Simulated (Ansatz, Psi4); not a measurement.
Intermolecular potential of BBr3 ··· HCl (SMILES BrB(Br)Br and Cl). Monomers: optimised at B3LYP-D3(BJ) (def2-TZVP), held rigid. Orientation: lowest of the rigid-body minima from ten starts at GFN2-xTB. Only R, the distance of the centres of mass, is varied, so the lowest point isn't the relaxed dimer.

- PBE/def2-TZVP, counterpoise-corrected (Psi4)
- PBE-D3(BJ)/def2-TZVP, counterpoise-corrected (Psi4)
- PBE0-D3(BJ)/def2-TZVP, counterpoise-corrected (Psi4)
- CCSD(T)/aug-cc-pVDZ = CCSD(T) on RHF/aug-cc-pVDZ, cores with 3d frozen, counterpoise-corrected (Ansatz, a quantum-chemistry and plane-wave program)

Interaction energies in kcal/mol; the last columns give the difference from CCSD(T):

```csv
R / Å,PBE/def2-TZVP,PBE-D3(BJ)/def2-TZVP,PBE0-D3(BJ)/def2-TZVP,CCSD(T)/aug-cc-pVDZ,PBE/def2-TZVP − CCSD(T)/aug-cc-pVDZ,PBE-D3(BJ)/def2-TZVP − CCSD(T)/aug-cc-pVDZ,PBE0-D3(BJ)/def2-TZVP − CCSD(T)/aug-cc-pVDZ
2.83,6.34,3.97,3.51,6.73,-0.39,-2.76,-3.22
3.02,3.21,1.04,0.68,2.80,0.41,-1.76,-2.11
3.26,1.04,-0.84,-1.08,0.22,0.83,-1.06,-1.30
3.43,0.26,-1.41,-1.60,-0.63,0.89,-0.78,-0.97
3.63,-0.21,-1.64,-1.78,-1.06,0.85,-0.58,-0.72
3.96,-0.43,-1.50,-1.58,-1.11,0.68,-0.39,-0.47
4.28,-0.39,-1.17,-1.22,-0.90,0.51,-0.27,-0.32
4.74,-0.25,-0.74,-0.76,-0.57,0.32,-0.16,-0.19
5.43,-0.10,-0.34,-0.35,-0.27,0.17,-0.07,-0.08
6.49,-0.02,-0.10,-0.11,-0.10,0.08,-0.01,-0.02
7.79,0.00,-0.03,-0.04,-0.03,0.03,0.00,0.00
```

PBE/def2-TZVP is furthest from CCSD(T)/aug-cc-pVDZ at 3.43 (0.89 kcal/mol, above); its mean absolute difference over the points is 0.47 kcal/mol.

PBE-D3(BJ)/def2-TZVP is furthest from CCSD(T)/aug-cc-pVDZ at 2.83 (-2.76 kcal/mol, below); its mean absolute difference over the points is 0.71 kcal/mol.

PBE0-D3(BJ)/def2-TZVP is furthest from CCSD(T)/aug-cc-pVDZ at 2.83 (-3.22 kcal/mol, below); its mean absolute difference over the points is 0.86 kcal/mol.
